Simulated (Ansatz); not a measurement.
A made-up structure of GeH₃Se (charge +1), closed shell:

Ge1  (-0.380, -0.376, -0.114)
Se2  (0.516, 1.254, -0.625)
H3  (-0.071, -1.266, 1.229)
H4  (-1.296, -0.538, -1.166)
H5  (1.232, 0.926, 0.676)
(Å)

It is relaxed with PBE-D4/def2-SVP and then PBE0-D4/def2-TZVP (Ansatz 0.2.0). Atoms count as bonded within 1.22 times the sum of their covalent radii (H–H: 0.88 Å). The end point is not checked to be a true minimum.

(1) Does its bonding change? (A judgement: the text doesn't fix the answer.)

Results:

(1) Computed: No: no bond forms or breaks.

Where it ends: The first stage lowers the energy by 2.16 eV in 6 steps. It ends as GeH₃Se ([GeH2][SeH]), total charge +1:
```xyz
5
angstrom
Ge -0.4692 -0.4645 -0.1403
Se 0.7114 1.3937 -0.5084
H -0.2094 -1.3141 1.0953
H -1.5240 -0.8198 -1.1764
H 1.4911 1.2047 0.7298
```

Labels in which every atom is bracketed show which atoms are joined, not bond orders.

For scale, one of the runs: PBE0-D4/def2-TZVP relaxation, 114 basis functions, launched by `ansatz run in.yaml --threads 2 --pin off --events-out ev --progress --plain --max-ram 4352MiB`. The run took about 12 s on 2 CPU threads of an Arm Neoverse V1 (shared host).
